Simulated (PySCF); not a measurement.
PySCF input file for CH₉NO₂Si₂, SMILES O[SiH](O)CN[SiH3], TDA-PBE/def2-SVPD. Coordinates come from a B3LYP-D3(BJ)/def2-SVP optimisation. The structure was generated by enumeration, and PubChem lists no compound with its InChIKey, so it may never have been made. The values are those of a single conformer.

```python
import numpy as np
from pyscf import gto, scf, dft, tdscf

mol = gto.M(
    atom='''
    O    -1.48150859   -0.78967426    1.20082512
    Si   -1.61359423    0.23283051   -0.10456389
    O    -1.95289921    1.81215039    0.30615996
    C     0.11457740    0.28189653   -0.88784576
    N     0.97551344   -0.74677632   -0.28048841
    Si    2.69547533   -0.51131235   -0.08737986
    H    -0.54028977   -0.93620757    1.39692028
    H    -2.70236559   -0.29652659   -0.96899445
    H    -2.82932103    1.99742178    0.66366393
    H     0.52120713    1.27716602   -0.63604343
    H     0.09174359    0.23694573   -1.99442514
    H     0.68379898   -1.69273216   -0.51738800
    H     2.90584051    0.71578402    0.73213236
    H     3.45507623   -0.33227273   -1.36757105
    H     3.22717848   -1.71458671    0.61353060
    ''',
    basis='def2-SVPD',
    charge=0,
    spin=0,
    max_memory=1600,
    verbose=4,
)
mf = dft.RKS(mol, xc='pbe').density_fit(auxbasis='def2-universal-jkfit')
mf.grids.level = 3
mf.conv_tol = 1e-9
mf.max_cycle = 100
mf.kernel()
mf.grids = dft.Grids(mol).set(level=1).build(with_non0tab=True)  # coarser grid for the response kernel
td = tdscf.TDA(mf)
td.singlet = True
td.nstates = 6
td.conv_tol = 1e-4
td.positive_eig_threshold = 1e-6
td.kernel(x0=td.get_init_guess(mf, 11))
td.analyze()
tt = tdscf.TDA(mf)
tt.singlet = False
tt.nstates = 2
tt.conv_tol = 1e-4
tt.positive_eig_threshold = 1e-6
tt.kernel(x0=tt.get_init_guess(mf, 7))
tt.analyze(verbose=3)
```

Log of the run:

```
PySCF version 2.14.0

[INPUT] verbose = 4
[INPUT] num. atoms = 15
[INPUT] num. electrons = 66
[INPUT] charge = 0
[INPUT] spin (= nelec alpha-beta = 2S) = 0
[INPUT] symmetry False subgroup None
[INPUT] Mole.unit = angstrom
[INPUT] Symbol           X                Y                Z      unit          X                Y                Z       unit  Magmom
[INPUT]  1 O     -1.481508590000  -0.789674260000   1.200825120000 AA   -2.799645486291  -1.492268079019   2.269230600298 Bohr   0.0
[INPUT]  2 Si    -1.613594230000   0.232830510000  -0.104563890000 AA   -3.049251170878   0.439985897343  -0.197597114619 Bohr   0.0
[INPUT]  3 O     -1.952899210000   1.812150390000   0.306159960000 AA   -3.690444655779   3.424467933624   0.578558474708 Bohr   0.0
[INPUT]  4 C      0.114577400000   0.281896530000  -0.887845760000 AA    0.216519906065   0.532707237165  -1.677785327256 Bohr   0.0
[INPUT]  5 N      0.975513440000  -0.746776320000  -0.280488410000 AA    1.843453232432  -1.411202721111  -0.530046276015 Bohr   0.0
[INPUT]  6 Si     2.695475330000  -0.511312350000  -0.087379860000 AA    5.093710149222  -0.966240305608  -0.165124004203 Bohr   0.0
[INPUT]  7 H     -0.540289770000  -0.936207570000   1.396920280000 AA   -1.020999693204  -1.769175903045   2.639796747051 Bohr   0.0
[INPUT]  8 H     -2.702365590000  -0.296526590000  -0.968994450000 AA   -5.106730853549  -0.560354043751  -1.831134126724 Bohr   0.0
[INPUT]  9 H     -2.829321030000   1.997421780000   0.663663930000 AA   -5.346641865172   3.774580119441   1.254143066453 Bohr   0.0
[INPUT] 10 H      0.521207130000   1.277166020000  -0.636043430000 AA    0.984938729871   2.413493993401  -1.201947886029 Bohr   0.0
[INPUT] 11 H      0.091743590000   0.236945730000  -1.994425140000 AA    0.173370258784   0.447762536085  -3.768917290547 Bohr   0.0
[INPUT] 12 H      0.683798980000  -1.692732160000  -0.517388000000 AA    1.292192796457  -3.198800184643  -0.977721620136 Bohr   0.0
[INPUT] 13 H      2.905840510000   0.715784020000   0.732132360000 AA    5.491242725566   1.352635762140   1.383529647331 Bohr   0.0
[INPUT] 14 H      3.455076230000  -0.332272730000  -1.367571050000 AA    6.529147814195  -0.627904458362  -2.584334740384 Bohr   0.0
[INPUT] 15 H      3.227178480000  -1.714586710000   0.613530600000 AA    6.098483482290  -3.240099298719   1.159404803040 Bohr   0.0

nuclear repulsion = 382.566381074259
number of shells = 90
number of NR pGTOs = 300
number of NR cGTOs = 206
basis = def2-SVPD
ecp = {}


[settings echo left out]
init E= -827.082665371159
  HOMO = -0.281486955948892  LUMO = -0.0630005995354623  gap/eV = 5.94532
cycle= 1 E= -826.625048385602  delta_E= 0.458  |g|= 1.12  |ddm|=    5
  HOMO = -0.0835949729090726  LUMO = -0.0100865169574518  gap/eV = 2.00027
cycle= 2 E= -825.538419815702  delta_E= 1.09  |g|= 2.51  |ddm|= 3.09
  HOMO = -0.206416293238946  LUMO = -0.0302656144710793  gap/eV = 4.79330
cycle= 3 E= -826.862459561815  delta_E= -1.32  |g|= 0.182  |ddm|=  2.3
  HOMO = -0.225829248649077  LUMO = -0.0350118353958897  gap/eV = 5.19241
cycle= 4 E= -826.867082281285  delta_E= -0.00462  |g|= 0.138  |ddm|= 0.409
  HOMO = -0.210560708473257  LUMO = -0.0314589464426254  gap/eV = 4.87361
cycle= 5 E= -826.871477491027  delta_E= -0.0044  |g|= 0.0389  |ddm|= 0.175
  HOMO = -0.214520320171241  LUMO = -0.0320237491958357  gap/eV = 4.96598
cycle= 6 E= -826.871841723564  delta_E= -0.000364  |g|= 0.014  |ddm|= 0.0628
  HOMO = -0.213802298785604  LUMO = -0.0318497619097147  gap/eV = 4.95118
cycle= 7 E= -826.871883686821  delta_E= -4.2e-05  |g|= 0.00271  |ddm|= 0.0153
  HOMO = -0.213716724235292  LUMO = -0.0317830621316095  gap/eV = 4.95067
cycle= 8 E= -826.871885184152  delta_E= -1.5e-06  |g|= 0.00105  |ddm|= 0.00447
  HOMO = -0.213742875685485  LUMO = -0.0317939565833907  gap/eV = 4.95108
cycle= 9 E= -826.871885383828  delta_E= -2e-07  |g|= 0.000489  |ddm|= 0.00139
  HOMO = -0.213740229762638  LUMO = -0.0317985486088901  gap/eV = 4.95089
cycle= 10 E= -826.8718854297  delta_E= -4.59e-08  |g|= 8.3e-05  |ddm|= 0.00054
  HOMO = -0.213748475472989  LUMO = -0.0318034736987212  gap/eV = 4.95098
cycle= 11 E= -826.871885431248  delta_E= -1.55e-09  |g|= 3.23e-05  |ddm|= 0.000179
  HOMO = -0.213746011655187  LUMO = -0.0318017242130084  gap/eV = 4.95096
cycle= 12 E= -826.871885431555  delta_E= -3.08e-10  |g|= 5.01e-06  |ddm|= 6.09e-05
  HOMO = -0.213745463696851  LUMO = -0.0318015538860297  gap/eV = 4.95095
Extra cycle  E= -826.87188543155  delta_E= 5.23e-12  |g|= 7.66e-06  |ddm|= 1.77e-05
converged SCF energy = -826.87188543155
tot grids = 55736
Overwritten attributes  positive_eig_threshold  of <class 'pyscf.tdscf.rks.TDA'>


******** <class 'pyscf.tdscf.rks.TDA'> for <class 'pyscf.df.df_jk.DFRKS'> ********
nstates = 6 singlet
deg_eia_thresh = 1.000e-03
wfnsym = None
conv_tol = 0.0001
eigh lindep = 1e-12
eigh level_shift = 0
eigh max_cycle = 100


Excitation energies (eV)
[5.04868052 5.39729278 5.98183776 6.11214432 6.35512535 6.43504456]

** Singlet excitation energies and oscillator strengths **
Excited State   1:      5.04868 eV    245.58 nm  f=0.0108
      33 -> 34       -0.70356
Excited State   2:      5.39729 eV    229.72 nm  f=0.0015
      33 -> 35       -0.70391
Excited State   3:      5.98184 eV    207.27 nm  f=0.0486
      33 -> 36       -0.70160
Excited State   4:      6.11214 eV    202.85 nm  f=0.0043
      33 -> 37       -0.68554
      33 -> 38       -0.13623
Excited State   5:      6.35513 eV    195.09 nm  f=0.0244
      33 -> 37       -0.11041
      33 -> 38        0.67005
      33 -> 40       -0.16537
Excited State   6:      6.43504 eV    192.67 nm  f=0.0026
      33 -> 39       -0.70563

** Transition electric dipole moments (AU) **
state          X           Y           Z        Dip. S.      Osc.
  1        -0.2700      0.0527      0.1073      0.0872      0.0108
  2        -0.0453     -0.0688     -0.0651      0.0110      0.0015
  3        -0.4351     -0.0581      0.3731      0.3319      0.0486
  4        -0.1359      0.0562      0.0832      0.0285      0.0043
  5        -0.3220      0.0618     -0.2211      0.1564      0.0244
  6        -0.1218      0.0200     -0.0317      0.0162      0.0026

** Transition velocity dipole moments (imaginary part, AU) **
state          X           Y           Z        Dip. S.      Osc.
  1        -0.0450      0.0060      0.0186      0.0024      0.0086
  2        -0.0016     -0.0094     -0.0124      0.0002      0.0008
  3        -0.0791     -0.0071      0.0858      0.0137      0.0414
  4        -0.0263      0.0171      0.0171      0.0013      0.0038
  5        -0.0510      0.0101     -0.0246      0.0033      0.0094
  6        -0.0322     -0.0036      0.0056      0.0011      0.0030

** Transition magnetic dipole moments (imaginary part, AU) **
state          X           Y           Z
  1         0.3752     -0.2083      0.3325
  2         0.2370      0.0505      0.3090
  3         0.1868      0.0070      0.2034
  4        -0.2235      0.1146     -0.1035
  5         0.1892     -0.4787      0.3128
  6         0.2254      0.3017     -0.0591


******** <class 'pyscf.tdscf.rks.TDA'> for <class 'pyscf.df.df_jk.DFRKS'> ********
nstates = 2 triplet
deg_eia_thresh = 1.000e-03
wfnsym = None
conv_tol = 0.0001
eigh lindep = 1e-12
eigh level_shift = 0
eigh max_cycle = 100


Excitation energies (eV)
[4.80295247 5.30997824]

** Triplet excitation energies and oscillator strengths **
Excited State   1:      4.80295 eV    258.14 nm  f=0.0000
Excited State   2:      5.30998 eV    233.49 nm  f=0.0000
```

The run converged.
